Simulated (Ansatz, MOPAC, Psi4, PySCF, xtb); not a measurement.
Noncovalent pair: HF (SMILES F) (first 2 atoms) with H2 (SMILES [H][H]); geometry from B3LYP-D3(BJ)/def2-TZVP, rigid monomers moved along the line of their centres of mass till H2···H4 is 1.78 Å.
(charge 0, multiplicity 1):
```xyz
4

F     -0.0821     0.1939    -0.5040
H     -0.0694     0.0989     0.4177
H     -0.0938    -0.4400     2.1130
H      0.0052     0.2963     2.1836
```

Monomers are frozen at their geometry in the pair; levels with a basis set take the counterpoise correction. Rows marked so take none.

Frozen-core correlation. CBS(a, b) extrapolates the correlation energy as X⁻³ and adds the Hartree–Fock energy of set b. Rows in 3-21G carry no dispersion term and start afresh at each structure. The state that PM3 reach isn't checked.

Codes used: Ansatz (a program for electronic structure) with Gaussian orbitals; MOPAC for PM3 (differences of heats of formation); Psi4 for SAPT; PySCF for 3-21G rows, the dispersion terms; xtb for the GFN methods. 

```csv
level,interaction energy (kcal/mol)
GFN-FF,2.55
PM3,-3.22
r2SCAN/def2-TZVPPD,-0.85
B3LYP/3-21G (no counterpoise),0.41
B3LYP-D3(BJ)/def2-TZVPPD,-1.06
SCS-MP2/aug-cc-pVTZ,-0.26
SCS-MP2/aug-cc-pVQZ,-0.35
"CCSD(T)/CBS(aug-cc-pVTZ, aug-cc-pVQZ)",(withheld)
SAPT0/jun-cc-pV(D+d)Z,(withheld)
```

Problem. What belongs in the gaps?

Solution. 
- CCSD(T)/CBS(aug-cc-pVTZ, aug-cc-pVQZ), interaction energy (kcal/mol): -0.78
- SAPT0/jun-cc-pV(D+d)Z, interaction energy (kcal/mol): -0.48
